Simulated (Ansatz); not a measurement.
Abridged output of a molecular run in Ansatz:

```
Functional definition: HF
1324 factors; integrals over basis functions are off by at most 1.1e-3 eV
mean field evaluation 1: about -193847.5845 eV, gradient 3.7e1 eV
mean field evaluation 2: about -193847.6911 eV, gradient 3.7e1 eV
mean field evaluation 4: about -193850.5525 eV, gradient 3.0e0 eV
mean field evaluation 8: about -193850.5874 eV, gradient 2.5e-1 eV
mean field -193850.58766897 eV, -7123.8777001870 hartree, gradient 3.7e-6 eV, S^2 0.000000; 0 other end points of the search recorded, 0 dependent functions left out
28 core orbitals not correlated: weight in the atoms' cores, before any rotation towards them, 1.000 or more for the frozen orbitals, at most 0.000 for the correlated occupied ones
reference -193850.58766897 eV, -7123.8777001870 hartree; 27, 27 occupied and 148, 148 virtual orbitals, 1324 factors
second order -26.62219657 eV of doubles, -0.00000000 eV of singles
cycle   1  -26.11226098 eV  change    5.1e-1 eV  update   1.1e-1
cycle   2  -26.77285045 eV  change   -6.6e-1 eV  update   3.0e-2
cycle   3  -26.86761198 eV  change   -9.5e-2 eV  update   1.5e-2
cycle   4  -26.84636999 eV  change    2.1e-2 eV  update   3.9e-3
cycle   5  -26.84650328 eV  change   -1.3e-4 eV  update   1.9e-3
cycle   6  -26.84740000 eV  change   -9.0e-4 eV  update   5.7e-4
cycle   7  -26.84707257 eV  change    3.3e-4 eV  update   2.6e-4
cycle   8  -26.84709288 eV  change   -2.0e-5 eV  update   7.1e-5
cycle   9  -26.84713693 eV  change   -4.4e-5 eV  update   2.6e-5
perturbative correction -1.01427260 eV, -0.0372738305 hartree
Total energy: -193878.44907850 eV, -7124.9015881021 hartree
```

Its atoms:

Z-matrix (Å, degrees):
```
N
Ga 1 1.793
H 1 1.005 2 123.1
H 1 1.005 2 123.1 3 -175.8
Br 2 2.270 1 120.1 3 178.1
Br 2 2.270 1 120.1 3 -2.4
```

Q: Which basis set was used?
A. def2-SVPD
B. cc-pV(D+d)Z
C. def2-TZVPP
D. cc-pV(Q+d)Z

A: C. It gives 203 functions.

Q: Write the keys of the input that set method, charge and spin (a neutral closed shell needs none for the last two).

A: 
```yaml
correlation: {method: ccsd_t}
```
